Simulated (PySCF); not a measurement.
Excited states of Al³⁺ (aluminium, charge +3)

Ground state [Ne], ¹S. All numbers are calculated (PySCF 2.14, no relativity, point nucleus, in aug-cc-pV(Q+d)Z). Vertical excitation energies in eV without spin-orbit coupling; excited terms of each kind are numbered among those the solver found. Frozen: 1s2.

```
 term  leading excitation  EOM-EE-CCSD
1 3P°              2p → s       76.564
1 1P°              2p → s       77.340
 1 3S              2p → p       83.589
 1 3D              2p → p       84.696
 1 1D              2p → p       85.086
 1 1P              2p → p       85.295
 1 3P              2p → p       85.309
 1 1S              2p → p       88.630
2 3P°              2p → d       94.335
1 3F°              2p → d       94.659
1 1F°              2p → d       94.838
1 1D°              2p → d       95.126
 2 3S              2p → p       101.97
 2 1D              2p → p       102.46
```

The solver can miss terms.
